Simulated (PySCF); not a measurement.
BiCl2, SMILES [Cl][Bi+][Cl] (connectivity only; charge and spin as stated), charge +1, multiplicity 1.

The structure is a stationary point at PBE0-D3(BJ)/def2-TZVP. The multiplicity is an assumed one; other spin states were not compared. The isomer is the one that the SMILES or the coordinates give; other isomers of the formula were not compared. The def2 effective core potentials stand for the cores of Bi; spin–orbit coupling is left out.

All values below come from IEF-PCM-PBE0/def2-SVP run with PySCF.

The values are the electrostatic part of the solvation free energy, E(continuum) − E(gas) at the gas-phase geometry, in a cavity of scaled van der Waals radii (PySCF's table); cavitation and dispersion terms are not included. A continuum can't describe solvent molecules that bind to the metal. In vacuum the orbital gap is 4.53 eV.

```
solvent             ε  ΔG(elec) (kcal/mol)  gap (eV)
--------------  -----  -------------------  --------
water           78.36                -68.1      5.06
n-hexane         1.88                  ___       ___
ethylethanoate   5.99                -56.3      4.93
```

Problem. Complete the blanks. (An estimate is asked for; the answer gives what the named calculation found.)

Solution. 
- n-hexane, ΔG(elec) (kcal/mol): -30.6
- n-hexane, gap (eV): 4.70
